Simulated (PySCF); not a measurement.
C₄H₁₀Sn, SMILES C=[CH][SnH2][CH2]C.

Geometry: B3LYP-D3(BJ)/def2-SVP. The def2 effective core potentials stand for the cores of Sn; spin–orbit coupling is left out. Other conformers were not sampled.

The numbers are results of TDA-PBE/def2-SVPD (PySCF), not measurements.

Vertical excitations. The molecule is in vacuum.

```tsv
state	energy (eV)	λ (nm)	f	main pairs
S1	5.37	231	0.058	HOMO→LUMO 75 %, HOMO−1→LUMO 13 %
S2	5.88	211	0.013	HOMO−1→LUMO 49 %, HOMO−2→LUMO 45 %
S3	6.16	201	0.008	HOMO→LUMO+2 42 %, HOMO−3→LUMO 21 %, HOMO→LUMO+1 21 %, HOMO−2→LUMO 10 %
S4	6.20	200	0.013	HOMO−3→LUMO 50 %, HOMO→LUMO+1 33 %
S5	6.28	198	0.004	HOMO→LUMO+2 43 %, HOMO→LUMO+1 24 %, HOMO→LUMO+3 19 %, HOMO−3→LUMO 8 %
S6	6.60	188	0.058	HOMO→LUMO+3 46 %, HOMO−1→LUMO+1 24 %, HOMO→LUMO+1 10 %
S7	6.66	186	0.026	HOMO−1→LUMO+2 69 %, HOMO−1→LUMO+3 13 %
S8	6.72	185	0.038	HOMO−1→LUMO+1 56 %, HOMO→LUMO+3 14 %, HOMO−1→LUMO+2 13 %
S9	6.88	180	0.003	HOMO→LUMO+4 95 %
S10	6.97	178	0.012	HOMO−2→LUMO+2 64 %, HOMO−1→LUMO+3 24 %
T1	4.32	287	0	HOMO→LUMO 61 %, HOMO−1→LUMO 22 %, HOMO−2→LUMO 12 %
T2	5.09	243	0	HOMO−1→LUMO 68 %, HOMO→LUMO 30 %
T3	5.54	224	0	HOMO−2→LUMO 76 %
T4	5.90	210	0	HOMO→LUMO+1 62 %, HOMO→LUMO+2 20 %, HOMO→LUMO+3 11 %
```
Triplets are in the Tamm–Dancoff approximation.
